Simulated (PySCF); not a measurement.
HO2, SMILES [O]O, multiplicity 2. Coordinates come from a PBE0-D3(BJ)/def2-TZVPD optimisation. The isomer is the one that the SMILES or the coordinates give; other isomers of the formula were not compared.

These are PBE0-D3(BJ)/def2-TZVPD in PySCF 2.14.0 values and carry that method's errors.

Harmonic wavenumbers (cm⁻¹): 1225, 1459, 3634. Rotational constants (GHz): 625.2, 34.68, 32.86; symmetry number 1.

### Question
Work out the zero-point energy and the ideal-gas rigid-rotor harmonic-oscillator thermochemistry at 298.15 K and 1 atm.

### Answer
ZPE = ½ Σ hcν = ½ × 6318 cm⁻¹ = 37.79 kJ/mol. H − E(el) = 47.76 kJ/mol. Entropy in J/(mol K): translation 152.36, rotation 70.14, vibration 0.21, spin 5.76, total 228.47. G − E(el) = -20.36 kJ/mol. Cp = 34.41 J/(mol K).
